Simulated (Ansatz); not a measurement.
Reaction (redistribution): `[F][GaH][O][GeH3]` + `C[SiH](F)[SiH3]` → `C[SiH](F)[GeH3]` + `[F][GaH][O][SiH3]`

Program: Ansatz. Geometries: PBE0-D4/def2-TZVP. ΔE: electronic, gas phase. CCSD(T)/CBS is the MP2 limit (def2-TZVPP, def2-QZVPP) plus CCSD(T) − MP2 in def2-TZVPP, frozen cores. Functionals use def2-TZVPP. For Ga, Ge outer-core shells are correlated without core-valence functions, which leaves a few kJ/mol of doubt a bond. Scalar relativity is left out up to krypton. One conformer a species, not always the lowest.

```tsv
level	ΔE (kJ/mol)	difference from CCSD(T)/CBS
revPBE-D4	-72.2	13.2
PBE0-D4	-79.5	5.9
ωB97X-V	-79.5	5.9
ωB97M-V	-86.5	-1.1
RPA@PBE/def2-TZVPP	-78.8	6.6
CCSD/def2-TZVPP	-84.3	1.1
MP2/def2-QZVPP	-87.7	-2.3
SCS-MP2/def2-QZVPP	-85.4	0.0
MP2/CBS(def2)	-89.0	-3.6
CCSD/CBS(def2)	-87.9	-2.5
CCSD(T)/CBS	-85.4	0
```

Largest T1 diagnostic among the species: 0.014.

Leaving LDA and LC-ωPBE aside and taking each functional with its dispersion term where it has one, the values, not all of them listed here, spread over 16.4 kJ/mol, from BHLYP-D4 to revPBE-D4. LDA lies −5.1 kJ/mol from PBE without D4. From PBE to PBE0 (25 % exact exchange), in def2-TZVPP and without D4, ΔE moves by −5.5 kJ/mol.

CCSD(T)/CBS has its own doubt, a few kJ/mol and more with outer-core shells, so smaller differences from it don't rank the levels.
